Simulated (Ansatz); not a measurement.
Gas-phase electronic energies from Ansatz, PBE0-D4/def2-TZVP geometries. CBS: MP2 limit from def2 TZ/QZ plus the TZ coupled-cluster correction, frozen cores. One conformer a species, not always the lowest.

`BN[SiH](O)F` + `[SiH3][SiH]([SiH3])[SiH3]` → `B[SiH]([SiH3])[SiH3]` + `O[SiH](F)N[SiH3]`  (redistribution)

| species | MP2/def2-TZVPP energy (Eh) |
| --- | --- |
| `BN[SiH](O)F` | -546.52161 |
| `[SiH3][SiH]([SiH3])[SiH3]` | -1162.09752 |
| `B[SiH]([SiH3])[SiH3]` | -897.20321 |
| `O[SiH](F)N[SiH3]` | -811.37587 |

(1) Work out ΔE.

Largest T1 diagnostic among the species: 0.015.

Results:

(1) ΔE = (-897.20321) + (-811.37587) − (-546.52161) − (-1162.09752) = 0.04005 Eh = +105.2 kJ/mol. CCSD(T)/CBS gives +104.4 kJ/mol.

In def2-TZVPP, CCSD(T) changes the Hartree–Fock value by +10.8 kJ/mol (the triples alone add +2.3 kJ/mol) and MP2 by +10.2 kJ/mol.
